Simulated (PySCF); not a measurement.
Vertical excitations of a molecule C3H10OSi2 from TDA-LC-ωPBE/def2-SVPD run with PySCF, as energy in eV (oscillator strength): 6.69 (0.004), 7.11 (0.016), 7.50 (0.017), 7.60 (0.003), 7.79 (0.026), 7.95 (0.135). Lowest triplet (TDA): 6.16 eV. Coordinates come from a PBE0-D3(BJ)/def2-SVP optimisation. The values are those of a single conformer.

Problem. Identify the compound among the candidates.
A) C[Si@H]1CO[C@H]1[SiH3]
B) C=C(C)O[SiH2][SiH3]
C) C=C([SiH3])C[SiH2]O
D) C[Si@H]1C[Si@H](O)C1

Solution. A, C[Si@H]1CO[C@H]1[SiH3]
